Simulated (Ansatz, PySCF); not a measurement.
Reaction (SMILES): [Ge]=[Se] + 3 [H][H] (H2) → [GeH4] (GeH4) + [SeH2] (H2Se)
Structures are relaxed separately at B3LYP-D3(BJ)/def2-TZVP in Ansatz (a first-principles code). High T1 diagnostic, so coupled cluster is less sure: [Ge]=[Se].

Property: energy of full hydrogenation (electronic energy difference), in eV. Correlated levels leave the core frozen unless marked. No spin-orbit coupling. Frozen are the shells of the preceding noble gas and the d and f shells that filled before the atom's block. No relativistic terms. CBS marks a two-point X^-3 extrapolation of the correlation energy; Hartree-Fock from the larger set.

```
level                                        program  energy of full hydrogenation (eV)
------------------------------------  --------------  ---------------------------------
PBE-D4/def2-TZVPD                     Ansatz + dftd4                              -0.43
BP86-D4/def2-TZVPD                     PySCF + dftd4                              -0.31
BP86/def2-TZVPD                                PySCF                              -0.31
PBE0/STO-3G                                   Ansatz                              -2.72
PBE0/6-31G*                                   Ansatz                                  ?
MN15/def2-TZVPD                                PySCF                              -0.69
CAM-B3LYP-D4/def2-TZVPD               Ansatz + dftd4                                  ?
wB97X/def2-TZVPD                              Ansatz                                  ?
SCS-MP2/STO-3G                                Ansatz                              -1.74
SCS-MP2/def2-TZVPPD                           Ansatz                              -0.44
SCS-MP2/def2-QZVPP                            Ansatz                              -0.43
CCSD/STO-3G                                   Ansatz                              -1.81
CCSD/aug-cc-pVDZ                              Ansatz                                  ?
CCSD/cc-pVDZ                                  Ansatz                              -0.69
CCSD(T)/CBS(def2-TZVPPD,def2-QZVPPD)          Ansatz                              -0.48
```

Problem. What belongs in the gaps?

Solution. 
- PBE0/6-31G*, energy of full hydrogenation (eV): -0.63
- CAM-B3LYP-D4/def2-TZVPD, energy of full hydrogenation (eV): -0.78
- wB97X/def2-TZVPD, energy of full hydrogenation (eV): -0.95
- CCSD/aug-cc-pVDZ, energy of full hydrogenation (eV): -0.76
